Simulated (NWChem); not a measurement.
A series in which one site is exchanged, each optimised at PBE0/def2-SVP with NWChem, gas phase unless a solvent is named. Some are not confirmed as minima by frequencies. def2 effective core potentials on In; no spin-orbit coupling.

A: [Br][InH][Br] (InHBr₂; site = Br)
B: [Cl][InH][Br] (InHBrCl; site = Cl)
C: [Br][InH][F] (InHBrF; site = F)
D: [Br][InH2] (InH2Br; site = H)

Question: Rank them by dipole (D), PBE0/def2-SVP, lowest first.

Answer: A (2.21), B (2.41), D (2.69), C (2.79)
